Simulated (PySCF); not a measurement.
Ligands exchanged one at a time, B OH-I. Gas-phase values, no solvent. One relaxed conformer stands for each flexible species; it need not be the lowest. Strings in code marks are SMILES.

The numbers are results of PBE-D3(BJ)/def2-TZVP // PBE0-D3(BJ)/def2-TZVP in PySCF, not measurements. All candidates: neutral, multiplicity 1. Excitations are Tamm–Dancoff values on a coarser integration grid. The basis has no diffuse functions, so Rydberg states are missing or too high.

The S1 excitation (TDA) is 5.06 eV, the HOMO is -6.15 eV and the T1 excitation (TDA) comes out as 4.89 eV.

Problem. Name which member has these values.
A) `OB(O)O`
B) `OB(I)I` (H–O–B–I torsion 0°)
C) `IB(I)I`
D) `OB(O)I` (H–O–B–I torsion 180°, I–B–O–H torsion -180°)

Solution. D, `OB(O)I` (H–O–B–I torsion 180°, I–B–O–H torsion -180°). The others give `OB(O)O`: 6.76 eV, -7.42 eV, 6.61 eV; `OB(I)I` (H–O–B–I torsion 0°): 4.40 eV, -6.34 eV, 4.27 eV; `IB(I)I`: 3.09 eV, -6.25 eV, 2.95 eV
